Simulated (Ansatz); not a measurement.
H4Si2, triplet, at a GFN2-xTB geometry (the spin is typed, not shown lowest). Base run: CAM-B3LYP/6-31G* (Ansatz, a first-principles code).

Ansatz was given this input:
Ansatz 0.2 input:
```yaml
crystal:
  periodic: [false, false, false]
  atoms:
    - {symbol: Si, position_ang: [0.01921758, 1.02177692, 0.66747900]}
    - {symbol: H, position_ang: [-0.43006669, 2.36503207, 0.26011259]}
    - {symbol: Si, position_ang: [0.00702078, -0.89416620, -0.51957417]}
    - {symbol: H, position_ang: [0.81894889, -0.88144975, -1.74910277]}
    - {symbol: H, position_ang: [-1.32097621, -1.35750819, -0.95874128]}
    - {symbol: H, position_ang: [0.56475699, -1.91262422, 0.37706385]}
basis:
  gaussian:
    orbitals: 6-31G*
hamiltonian:
  xc: cam_b3lyp
magnetization: {spin_polarized: true, initial_magnetization: 2}
```

Each row names what was changed in the base input (with any setting that the change needs).

| change | basis functions | E (Eh) |
|---|---|---|
| base | 46 | -581.24962 |
| basis = 6-31G | 34 | -581.19924 |
| basis = 3-21G | 34 | [?] |
| basis = def2-SV(P) | 44 | -581.09254 |
| basis = def2-SVP | [?] | [?] |
| basis = 6-31G** | 58 | -581.25418 |
| basis = aug-cc-pVDZ | 90 | [?] |
| basis = aug-pcseg-1 | 90 | -581.26719 |
| basis = 6-311++G** | 90 | -581.30328 |
| basis = pcseg-2 | 124 | -581.32016 |
| basis = cc-pV(T+d)Z | [?] | [?] |
| basis = def2-TZVPP | 140 | -581.30668 |
| basis = def2-QZVPP | 260 | -581.32815 |

Problem. Fill in the missing entries.

Solution. 
- basis = 3-21G, E (Eh): -578.19196
- basis = def2-SVP, basis functions: 56
- basis = def2-SVP, E (Eh): -581.09956
- basis = aug-cc-pVDZ, E (Eh): -581.28215
- basis = cc-pV(T+d)Z, basis functions: 134
- basis = cc-pV(T+d)Z, E (Eh): -581.31467

Totals compare only among sets that treat the same electrons; sets with core potentials leave the core out.
